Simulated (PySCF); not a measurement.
## Static response to an electric field

Species: phenyl formate, C7H6O2.
SMILES with atom numbers: `[O:1]=[CH:2][O:3][c:4]1[cH:5][cH:6][cH:7][cH:8][cH:9]1` (hydrogens: H10 on C2; H11 on C5; H12 on C6; H13 on C7; H14 on C8; H15 on C9)

Geometry (PBE0-D3(BJ)/def2-SVP, Å), atoms numbered from 1 in this order:
```
atom  x, y, z in Å
O1     1.3856   -1.7216    1.8436
C2     1.7758   -0.5937    1.7969
O3     1.2985    0.4072    1.0478
C4     0.2457    0.3177    0.1573
C5    -0.5409   -0.8166   -0.0515
C6    -1.5742   -0.7458   -0.9869
C7    -1.8246    0.4227   -1.7012
C8    -1.0286    1.5467   -1.4785
C9     0.0052    1.4963   -0.5509
H10    2.6239   -0.1935    2.3897
H11   -0.3460   -1.7304    0.5036
H12   -2.1929   -1.6307   -1.1539
H13   -2.6378    0.4594   -2.4291
H14   -1.2125    2.4711   -2.0308
H15    0.6431    2.3605   -0.3573
```

Level: wB97X-D/def2-SVPD (PySCF), static field, nuclei fixed, core orbitals frozen in the response. The polarisability tensor in these axes (au):

```
x    86.57   2.67  29.01
y     2.67  92.63 -14.20
z    29.01 -14.20  82.47
```

Q: What are the eigenvalues, a third of the trace, and Δα (Δα² = ½Σ(αi − αj)² over the three pairs)?

A: Principal values 51.71, 93.55 and 116.40 au; mean 87.22 au = 12.92 Å³ = 14.38 × 10⁻⁴⁰ C²·m²/J; Δα = 56.83 au (65 % of the mean).

Q: What is the dipole moment, and where does it point?

A: (-0.16, 1.70, -0.73) D, 1.86 D in size, pointing from the negative to the positive side. Measured along this direction, the outermost atoms are O1 at the negative end and H14 at the positive end.

Q: Rayleigh depolarisation ratio (linearly polarised light, static tensor)?

A: ρ = 3Δα²/(45ᾱ² + 4Δα²) = 9687.3/(342342 + 12916.4) = 0.0273.

Q: What are the principal values of the traceless quadrupole moment, Θ = ½Σq(3rr − r²1), about the centre of nuclear charge?

A: -6.36, -4.85, 11.21 D·Å. The values depend on the origin, since the dipole doesn't vanish. The electronic extent ⟨r²⟩ about the same centre is 1199 bohr², a root-mean-square distance of 2.29 Å for the 64 electrons.

Q: Form Σ f/ω² (atomic units) for the 10 lowest TDDFT singlets, given as eV and f, and set it beside the mean polarisability, which is this sum over all singlets: 5.37, 0.0024; 5.70, 0.0015; 5.86, 0.1711; 6.70, 0.3600; 6.90, 0.4751; 7.44, 0.0282; 7.47, 0.1844; 7.61, 0.0025; 7.77, 0.0042; 7.77, 0.0003.

A: They add up to 20.03 au, 23.0 % of the 87.22 au; the largest single term is 7.39 au, from the state at 6.90 eV. Terms in order: 0.06, 0.03, 3.69, 5.94, 7.39, 0.38, 2.45, 0.03, 0.05, 0.00 au. Higher excitations give the rest. The strengths listed sum to 1.230.

The structure is a single PBE0-D3(BJ)/def2-SVP conformer in the gas phase; no vibrational or solvent corrections.
